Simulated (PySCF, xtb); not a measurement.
CH11NOSi3, SMILES CO[SiH2][SiH2]N[SiH3]. One conformer was computed; it need not be the lowest.

Harmonic wavenumbers (cm⁻¹) from GFN2-xTB (xtb) at its own minimum, in rising order: 31, 42, 64, 83, 91, 117, 151, 185, 257, 271, 388, 475, 505, 549, 570, 606, 610, 689, 728, 762, 763, 776, 799, 811, 836, 882, 983, 1129, 1134, 1152, 1206, 1418, 1486, 1493, 2078, 2107, 2139, 2172, 2215, 2251, 2281, 2951, 2964, 2991, 3490.

Q: What does PySCF with PBE0-D3(BJ)/def2-SVP give at its own minimum? (Estimate from the structure and the level; the computed values follow.)

A: 23, 38, 51, 74, 80, 113, 166, 199, 241, 368, 397, 471, 584, 616, 690, 714, 724, 769, 788, 820, 897, 923, 931, 950, 962, 966, 997, 1170, 1178, 1204, 1218, 1473, 1475, 1475, 2169, 2187, 2193, 2204, 2223, 2234, 2250, 3006, 3082, 3137, 3609. Paired by order, the mean absolute difference is 59 cm⁻¹ and the zero-point energies are 71.0 and 74.4 kcal/mol.
